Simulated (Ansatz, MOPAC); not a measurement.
Reaction (SMILES): [Si](O)(O)(O)[NH3+] → O[Si](N)(O)[OH2+]

Wanted: isomerisation energy (enthalpy at 298 K), in kcal/mol. Set-up: no dispersion term unless named; valence correlation only; spin-orbit terms left out; six Cartesian d functions in 6-31G* and its kin unless marked 5d; non-relativistic. CBS marks a two-point X^-3 extrapolation of the correlation energy; Hartree-Fock from the larger set. Ab initio and DFT rows: single points at B3LYP-D3(BJ) geometries (Ansatz, an electronic-structure program), with unscaled harmonic terms from B3LYP/6-31G* (Ansatz) at its own minima. Semi-empirical rows: MOPAC heats of formation at their own minima for 298 K.

```csv
species,coefficient,"E at B3LYP/6-31G* (Ansatz), Eh","E at PBE/def2-TZVPD (Ansatz), Eh","H(298 K) - E, kcal/mol","heat of formation at MNDO (MOPAC), kcal/mol"
[NH3+][Si](O)(O)O,-1,-573.44410,-573.16346,57.82,-95.01
N[Si](O)(O)[OH2+],+1,-573.40278,-573.12542,56.69,-88.01
```

Coupled cluster (Ansatz) is a level with limits of its own, used here on species with T1 under 0.025 (0.045 for open shells) and stable references: CCSD(T)/CBS(cc-pV(T+d)Z,cc-pV(Q+d)Z). Value to compare with, CCSD(T)/CBS(cc-pV(T+d)Z,cc-pV(Q+d)Z) (Ansatz): 23.0 kcal/mol. 1 Eh = 627.5095 kcal/mol.

Question: Work the quantity out at each level, and compare with CCSD(T)/CBS(cc-pV(T+d)Z,cc-pV(Q+d)Z) (Ansatz).

Answer: 
- B3LYP/6-31G*: the sum of coefficient times E is 0.04132 Eh, or 25.93 kcal/mol; the thermal terms add -1.13. Result: 24.8 kcal/mol. Its difference against CCSD(T)/CBS(cc-pV(T+d)Z,cc-pV(Q+d)Z) (Ansatz) is 1.8 kcal/mol.
- PBE/def2-TZVPD: the sum of coefficient times E is 0.03804 Eh, or 23.87 kcal/mol; the thermal terms add -1.13. Result: 22.7 kcal/mol. Its difference against CCSD(T)/CBS(cc-pV(T+d)Z,cc-pV(Q+d)Z) (Ansatz) is -0.3 kcal/mol.
- MNDO: the sum of coefficient times heat of formation is 7.00 kcal/mol; it needs no thermal term. Its difference against CCSD(T)/CBS(cc-pV(T+d)Z,cc-pV(Q+d)Z) (Ansatz) is -16.0 kcal/mol.
